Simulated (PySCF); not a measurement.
Species: C7H7F.
Numbering: `[CH3:1][c:2]1[cH:3][cH:4][c:5]([F:6])[cH:7][cH:8]1` (hydrogens: H9, H10, H11 on C1; H12 on C3; H13 on C4; H14 on C7; H15 on C8)

The same species was optimised twice, with GFN2-xTB and with PBE0-D3(BJ)/def2-SVP (PySCF), and the same property calculations (PySCF, gas phase) were run on both structures.

```csv
coordinate,GFN2-xTB,PBE0-D3(BJ)/def2-SVP,change
C5–F6 (Å),1.352,1.334,-0.018
C2–C3 (Å),1.390,1.400,+0.010
C2–C8 (Å),1.390,1.400,+0.010
C7–C8 (Å),1.383,1.393,+0.010
C3–C4 (Å),1.383,1.393,+0.010
C4–C5 (Å),1.382,1.389,+0.007
C5–C7 (Å),1.382,1.389,+0.007
C1–C2 (Å),1.498,1.502,+0.004
C3–C2–C8 (°),118.8,117.9,-0.9
C1–C2–C3 (°),120.6,121.1,+0.5
C4–C5–C7 (°),121.7,121.3,-0.4
C2–C3–C4 (°),121.1,121.5,+0.4
C1–C2–C8 (°),120.6,121.0,+0.4
C2–C8–C7 (°),121.1,121.5,+0.4
C5–C7–C8 (°),118.7,118.9,+0.2
F6–C5–C7 (°),119.1,119.4,+0.3
```

Rotational constants: A = 5566, B = 1445, C = 1156 MHz (GFN2-xTB) against A = 5526, B = 1431, C = 1145 MHz (PBE0-D3(BJ)/def2-SVP). Point groups within 0.08 Å: Cs and Cs.

On the GFN2-xTB structure: HOMO (eV) -6.95 [PBE0/pcSseg-1]; LUMO (eV) -0.45 [PBE0/pcSseg-1]; dipole (D) 2.00 [PBE0/pcSseg-1]; GIAO shielding of C1 (ppm) 163.5 [PBE0/pcSseg-1]; GIAO shielding of C2 (ppm) 48.5 [PBE0/pcSseg-1]; GIAO shielding of C3/C8 (mean) (ppm) 51.2 [PBE0/pcSseg-1]; GIAO shielding of C4/C7 (mean) (ppm) 65.7 [PBE0/pcSseg-1]; GIAO shielding of C5 (ppm) 15.8 [PBE0/pcSseg-1]; GIAO shielding of F6 (ppm) 292.0 [PBE0/pcSseg-1].

Problem. What do these properties become on the PBE0-D3(BJ)/def2-SVP structure?

Solution. 
```csv
property,level,on GFN2-xTB,on PBE0-D3(BJ)/def2-SVP,change
HOMO (eV),PBE0/pcSseg-1,-6.95,-6.91,+0.04
LUMO (eV),PBE0/pcSseg-1,-0.45,-0.48,-0.03
dipole (D),PBE0/pcSseg-1,2.00,1.87,-0.13
"energy, GFN2-xTB geometry as zero (kcal/mol)",PBE0/pcSseg-1,0.0,-0.2,-0.2
GIAO shielding of C1 (ppm),PBE0/pcSseg-1,163.5,162.0,-1.5
GIAO shielding of C2 (ppm),PBE0/pcSseg-1,48.5,46.9,-1.6
GIAO shielding of C3/C8 (mean) (ppm),PBE0/pcSseg-1,51.2,48.5,-2.7
GIAO shielding of C4/C7 (mean) (ppm),PBE0/pcSseg-1,65.7,64.0,-1.7
GIAO shielding of C5 (ppm),PBE0/pcSseg-1,15.8,15.8,0.0
GIAO shielding of F6 (ppm),PBE0/pcSseg-1,292.0,293.6,+1.6
```

The heavy atoms differ by 0.012 Å rms after alignment. Among bonds between heavy atoms C5–F6 changes most (-0.018 Å). Changes are differences of the printed values. Neither structure is proved a minimum here.
